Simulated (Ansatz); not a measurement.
Gas-phase reaction in SMILES: C[SiH-]F → [CH2-][SiH2]F
Structures are relaxed separately at B3LYP-D3(BJ)/def2-TZVP in Ansatz (an electronic-structure program), one conformer each, not searched for the lowest. Frequencies are from Ansatz.

Quantity: isomerisation energy (enthalpy at 298 K, with B3LYP-D3(BJ) rigid-rotor harmonic-oscillator terms), in eV. Valence correlation only, unless marked. Spin-orbit coupling is left out. Non-relativistic. Anions need diffuse functions: aug- sets have them; def2-D sets add few; the other sets have none. CBS marks a two-point X^-3 extrapolation of the correlation energy; Hartree-Fock from the larger set. The bracket is a focal-point correction in the basis named.

```tsv
level	program	isomerisation energy (eV)
PBE/def2-TZVPD	Ansatz	0.09
PBE-D3(BJ)/def2-TZVPD	Ansatz + dftd3	0.10
BLYP/def2-TZVPD	Ansatz	(withheld)
PBE0/def2-SVP	Ansatz	(withheld)
PBE0/def2-QZVPP	Ansatz	0.05
CAM-B3LYP/def2-TZVPD	Ansatz	0.03
SCS-MP2/cc-pwCVTZ	Ansatz	-0.04
RI-MP2/CBS(aug-cc-pV(T+d)Z,aug-cc-pV(Q+d)Z)+[CCSD(T)-MP2]/aug-cc-pV(T+d)Z	Ansatz	(withheld)
```

### Question
Some entries are withheld; supply them.

### Answer

- BLYP/def2-TZVPD, isomerisation energy (eV): 0.07
- PBE0/def2-SVP, isomerisation energy (eV): 0.25
- RI-MP2/CBS(aug-cc-pV(T+d)Z,aug-cc-pV(Q+d)Z)+[CCSD(T)-MP2]/aug-cc-pV(T+d)Z, isomerisation energy (eV): -0.01
